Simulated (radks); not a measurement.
The numbers below are computed, except where a source is named.
The osmium ion Os3+, [Xe] 4f14 5d5. Code: a radial shooting solver on a logarithmic mesh with Libxc functionals. Model: non-relativistic Kohn-Sham, PBE, spin-polarised, spherical densities, point nucleus. Every spin shell is full or empty, so the densities are truly spherical. Functionals are evaluated on that one density, not self-consistently. Rank these orbital-free kinetic functionals by their error against the exact value of the orbitals, and give that value: Thomas-Fermi, von Weizsacker, TF + vW/9, TF + vW/5, LC94, APBEK, revAPBEK, Perdew 92, Thakkar, Pearson, LKT, PG1, DePristo-Kress, Ernzerhof.

Answer. Exact: 16288.5 hartree. From best to worst, with 100 (|E| - |E exact|)/|E exact| (equal figures are ties): LC94 -0.01, APBEK +0.02, revAPBEK +0.16, DePristo-Kress -0.22, Ernzerhof -0.50, Perdew 92 -0.71, TF + vW/9 -0.72, Thakkar -0.79, Pearson -0.88, TF + vW/5 +2.49, Thomas-Fermi -4.72, PG1 +12.64, LKT +16.21, von Weizsacker -63.95.
